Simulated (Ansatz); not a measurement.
A nudged elastic band was laid between two geometries of C₂H₁₀AlBGe (15 atoms, charge 0, multiplicity 1).

All numbers below come from Ansatz, RKS LDA/def2-SVP.

```json
{"movable images": "5", "climbing image": "yes", "spring": "5.0 eV/Å²", "optimiser": "quadratic models (default)", "start path": "IDPP", "force threshold": "0.05 eV/Å", "iteration limit": "60", "end points": "relaxed"}
```

Initial state:

```xyz
15
Properties=species:S:1:pos:R:3
C -1.772 -0.991 1.822
B -0.462 -0.206 1.583
Al 0.603 0.044 -0.214
C 2.200 -0.960 -0.730
Ge -0.220 1.791 -1.752
H -1.938 -1.336 2.865
H -2.057 -1.781 1.097
H -2.518 -0.158 1.683
H -0.067 0.464 2.540
H 1.960 -2.042 -0.833
H 2.976 -0.891 0.065
H 2.649 -0.614 -1.685
H 0.772 2.209 -2.869
H -1.500 1.317 -2.496
H -0.648 3.104 -1.046
```

Final state:

```xyz
15
Properties=species:S:1:pos:R:3
C -1.569 -0.558 2.201
B -0.939 -1.083 0.891
Al 0.497 -0.153 -0.335
C 2.403 -0.580 -0.426
Ge -0.308 1.568 -1.911
H -1.032 0.228 2.769
H -1.968 -1.336 2.886
H -2.487 -0.062 1.778
H -1.435 -2.119 0.443
H 2.585 -1.182 -1.346
H 2.778 -1.168 0.438
H 3.022 0.338 -0.530
H 0.680 1.940 -3.049
H -1.648 1.214 -2.609
H -0.599 2.902 -1.169
```

(1) Which bonds break or form, and what moves?

(2) What energy profile does the band end with?

(3) What is the geometry of the highest image?

Answers

(1) No bond is made or broken. The dihedral H7–C1–B2–Al3 goes from 21 to -156°.

(2) The run converged. The highest image is number 3 of 0 to 6, 0.149 eV above the first end and 0.154 eV above the last; the last end lies 0.005 eV below the first. A vibrational analysis at the climbing image gives 2 clearly imaginary modes (153i, 76i cm⁻¹): a point of higher order, so a lower path passes nearby.

| image | path coordinate (Å) | energy (eV) | dihedral H7–C1–B2–Al3 (°) |
| --- | --- | --- | --- |
| 0 | 0.00 | 0.000 | 21 |
| 1 | 1.59 | 0.017 | 36 |
| 2 | 3.17 | 0.100 | 101 |
| 3 | 4.76 | 0.149 | 122 |
| 4 | 6.07 | 0.110 | 144 |
| 5 | 7.39 | 0.059 | 176 |
| 6 | 8.70 | -0.005 | -156 |

(3) 
```xyz
15
Properties=species:S:1:pos:R:3
C -1.881 -0.636 1.665
B -0.374 -0.902 1.456
Al 0.734 -0.041 -0.180
C 2.626 -0.311 -0.565
Ge -0.587 1.365 -1.714
H -2.052 -0.277 2.710
H -2.405 -1.626 1.664
H -2.393 0.044 0.953
H 0.163 -1.646 2.274
H 2.716 -1.130 -1.318
H 3.215 -0.628 0.323
H 3.109 0.580 -1.020
H 0.152 1.993 -2.924
H -1.797 0.600 -2.322
H -1.247 2.564 -0.973
```

The run took 84 s on 2 threads of Intel(R) Xeon(R) Platinum 8488C (Sapphire Rapids) (shared host), peak memory 0.22 GiB.
